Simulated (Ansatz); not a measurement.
`[CH3][Al]([OH])[SiH3]` + NH₃ → `[NH2][Al]([OH])[SiH3]` + CH₄ at 400 K and 1 bar (ligand exchange at the Al–C bond).

Isolated molecules relaxed with PBE0-D4/def2-TZVP in Ansatz; ΔE leaves out vibrations. CCSD(T)/CBS adds triple-zeta CCSD(T) − MP2 to the extrapolated MP2 energy (def2 sets, frozen cores). This one scheme is used for every species. Each species was taken in one conformer, which may not be the lowest.

```csv
species,CCSD(T)/CBS energy (Eh),H − E (kJ/mol),S (J/(mol·K))
`[CH3][Al]([OH])[SiH3]`,-648.59287,231.5,419.3
NH₃,-56.50880,104.2,203.1
`[NH2][Al]([OH])[SiH3]`,-664.67699,204.6,405.0
CH₄,-40.46206,131.3,197.2
```

H − E and S are ideal-gas, rigid-rotor, harmonic terms from PBE0-D4/def2-TZVP, for one conformer and one mirror image of each species. 1 Eh = 2625.50 kJ/mol, R = 8.31446 J/(mol·K).

By hand: ΔE, ΔH, ΔS and ΔG.

ΔE = (-664.67699) + (-40.46206) − (-648.59287) − (-56.50880) = -0.03738 Eh = -98.1 kJ/mol. Δ(H − E) = 204.6 + 131.3 − 231.5 − 104.2 = 0.2, so ΔH = -97.9 kJ/mol. ΔS = 405.0 + 197.2 − 419.3 − 203.1 = -20.2 J/(mol·K). ΔG = -97.9 − 400 × (-20.2)/1000 = -89.8 kJ/mol.

By hand: the equilibrium constant, and the temperature at which ΔG would vanish if ΔH and ΔS stayed fixed.

log₁₀ K = −ΔG/(RT ln 10) = 11.7. ΔG = 0 at ΔH/ΔS = 4847 K, far beyond where these terms or the molecules hold.

ΔH outweighs TΔS. A doubt of 5 kJ/mol in ΔE shifts log₁₀ K by 0.7 here. Other conformers and mirror images would add mixing entropy, several J/(mol·K) or more a flexible species. Modes under 60 cm⁻¹, often nearly free rotors, make the harmonic entropy too high. These are equilibria of isolated gas molecules and say nothing of rates. Largest T1 diagnostic: 0.013 (customary marks: 0.02 for closed shells, 0.045 for open ones).
